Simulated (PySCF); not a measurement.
H₂BeOSe, singlet, at a GFN2-xTB geometry (such geometries of metal compounds can be far from the true shape), atoms displaced at random by about 0.03 Å a coordinate; TPSS/STO-3G, gradient by finite differences run with PySCF.

The PySCF input:
```python
from pyscf import gto, scf, dft

mol = gto.Mole()
mol.atom = '''
    Be    0.889785   -0.828543   -0.158486
    O     1.825244   -1.727841   -0.477490
    H     2.465450   -2.331164   -0.598790
    Se   -0.519280    0.585377    0.115025
    H    -1.245561    0.117961    1.281279
'''
mol.basis = 'sto-3g'
mol.charge = 0
mol.spin = 0
mol.verbose = 4
mol.build()

mf = dft.RKS(mol)
mf.xc = 'tpss'
mf.conv_tol = 1e-11
mf.kernel()
scan, done = mf.as_scanner(), []
scan.scf_summary = {}
def energy(d):
    c = mol.atom_coords()
    c[4, 2] += d
    e = scan(mol.set_geom_(c, unit='Bohr', inplace=False))
    done.append(scan.converged)
    return e
h = 1e-3
fd = (energy(h) - energy(-h)) / (2 * h)
print('dE/dx =', fd)
```

The log (banner, timings and long lists left out):

```
PySCF version 2.14.0

[INPUT] verbose = 4
[INPUT] num. atoms = 5
[INPUT] num. electrons = 48
[INPUT] charge = 0
[INPUT] spin (= nelec alpha-beta = 2S) = 0
[INPUT] symmetry False subgroup None
[INPUT] Mole.unit = angstrom
[INPUT] Symbol           X                Y                Z      unit          X                Y                Z       unit  Magmom
[...]
nuclear repulsion = 115.712715836105
number of shells = 16
number of NR pGTOs = 90
number of NR cGTOs = 30
basis = sto-3g
ecp = {}

******** <class 'pyscf.dft.rks.RKS'> ********
method = RKS
initial guess = minao
damping factor = 0
level_shift factor = 0
DIIS = <class 'pyscf.scf.diis.CDIIS'>
diis_start_cycle = 1
diis_space = 8
diis_damp = 0
SCF conv_tol = 1e-11
SCF conv_tol_grad = None
SCF max_cycles = 50
direct_scf = True
direct_scf_tol = 1e-13
XC library pyscf.dft.libxc version 7.1.2
    S. Lehtola, C. Steigemann, M. J. T. Oliveira, and M. A. L. Marques,  SoftwareX 7, 1–5 (2018)
XC functionals = tpss
    J. Tao, J. P. Perdew, V. N. Staroverov, and G. E. Scuseria,  Phys. Rev. Lett. 91, 146401 (2003)
    J. P. Perdew, J. Tao, V. N. Staroverov, and G. E. Scuseria,  J. Chem. Phys. 120, 6898 (2004)
    J. Tao, J. P. Perdew, V. N. Staroverov, and G. E. Scuseria,  Phys. Rev. Lett. 91, 146401 (2003)
    J. P. Perdew, J. Tao, V. N. Staroverov, and G. E. Scuseria,  J. Chem. Phys. 120, 6898 (2004)
radial grids:
    Treutler-Ahlrichs [JCP 102, 346 (1995); DOI:10.1063/1.469408] (M4) radial grids

becke partition: Becke, JCP 88, 2547 (1988); DOI:10.1063/1.454033
pruning grids: <function nwchem_prune>
grids dens level: 3
symmetrized grids: False
atomic radii adjust function: <function treutler_atomic_radii_adjust>
small_rho_cutoff = 0
Set gradient conv threshold to 3.16228e-06
Initial guess from minao.
tot grids = 67848
init E= -2462.1008258077
[...]
cycle= 1 E= -2464.69327401176  delta_E= -2.59  |g|= 0.652  |ddm|= 3.03
[...]
cycle= 2 E= -2464.40870999494  delta_E= 0.285  |g|= 1.27  |ddm|= 2.49
[...]
cycle= 3 E= -2464.84169099358  delta_E= -0.433  |g|= 0.246  |ddm|= 1.53
[...]
cycle= 4 E= -2464.86757476773  delta_E= -0.0259  |g|= 0.0714  |ddm|= 0.594
[...]
cycle= 5 E= -2464.86971049252  delta_E= -0.00214  |g|= 0.0159  |ddm|= 0.14
[...]
cycle= 6 E= -2464.86980187515  delta_E= -9.14e-05  |g|= 0.00322  |ddm|= 0.0238
[...]
cycle= 7 E= -2464.86980624369  delta_E= -4.37e-06  |g|= 0.000341  |ddm|= 0.00646
[...]
cycle= 8 E= -2464.86980629672  delta_E= -5.3e-08  |g|= 1.78e-05  |ddm|= 0.000673
[...]
[...]
converged SCF energy = -2464.86980629683
converged SCF energy = -2464.86981090811
[...]
   2 O      1.825244000000  -1.727841000000  -0.477490000000 AA    3.449211270506  -3.265146276795  -0.902325327219 Bohr
   3 H      2.465450000000  -2.331164000000  -0.598790000000 AA    4.659025273809  -4.405261511446  -1.131549106128 Bohr
   4 Se    -0.519280000000   0.585377000000   0.115025000000 AA   -0.981296981964   1.106202209620   0.217365747478 Bohr
   5 H     -1.245561000000   0.117961000000   1.280749822789 AA   -2.353769161439   0.222913983380   2.420266399157 Bohr

******** <class 'pyscf.scf.hf.RKS_Scanner'> ********
method = RKS_Scanner
initial guess = minao
damping factor = 0
level_shift factor = 0
DIIS = <class 'pyscf.scf.diis.CDIIS'>
diis_start_cycle = 1
diis_space = 8
diis_damp = 0
SCF conv_tol = 1e-11
SCF conv_tol_grad = None
SCF max_cycles = 50
direct_scf = True
direct_scf_tol = 1e-13
XC library pyscf.dft.libxc version 7.1.2
    S. Lehtola, C. Steigemann, M. J. T. Oliveira, and M. A. L. Marques,  SoftwareX 7, 1–5 (2018)
XC functionals = tpss
    J. Tao, J. P. Perdew, V. N. Staroverov, and G. E. Scuseria,  Phys. Rev. Lett. 91, 146401 (2003)
    J. P. Perdew, J. Tao, V. N. Staroverov, and G. E. Scuseria,  J. Chem. Phys. 120, 6898 (2004)
    J. Tao, J. P. Perdew, V. N. Staroverov, and G. E. Scuseria,  Phys. Rev. Lett. 91, 146401 (2003)
    J. P. Perdew, J. Tao, V. N. Staroverov, and G. E. Scuseria,  J. Chem. Phys. 120, 6898 (2004)
radial grids:
    Treutler-Ahlrichs [JCP 102, 346 (1995); DOI:10.1063/1.469408] (M4) radial grids

becke partition: Becke, JCP 88, 2547 (1988); DOI:10.1063/1.454033
pruning grids: <function nwchem_prune>
grids dens level: 3
symmetrized grids: False
atomic radii adjust function: <function treutler_atomic_radii_adjust>
small_rho_cutoff = 0
Set gradient conv threshold to 3.16228e-06
tot grids = 67848
init E= -2464.86995723853
[...]
cycle= 1 E= -2464.86980147792  delta_E= 0.000156  |g|= 0.00023  |ddm|= 0.00167
[...]
cycle= 2 E= -2464.86980148122  delta_E= -3.3e-09  |g|= 0.000257  |ddm|= 0.00122
[...]
cycle= 3 E= -2464.8698015097  delta_E= -2.85e-08  |g|= 0.000102  |ddm|= 0.000582
[...]
cycle= 4 E= -2464.86980151322  delta_E= -3.52e-09  |g|= 1.12e-05  |ddm|= 0.00015
[...]
cycle= 5 E= -2464.86980151327  delta_E= -5.41e-11  |g|= 2.67e-06  |ddm|= 2.53e-05
[...]
cycle= 6 E= -2464.86980151327  delta_E= -2.27e-12  |g|= 2.71e-07  |ddm|= 6.59e-06
[...]
Extra cycle  E= -2464.86980151328  delta_E= -5e-12  |g|= 5.34e-07  |ddm|= 1.3e-06
converged SCF energy = -2464.86980151328
dE/dx = -0.004697414397014654
```
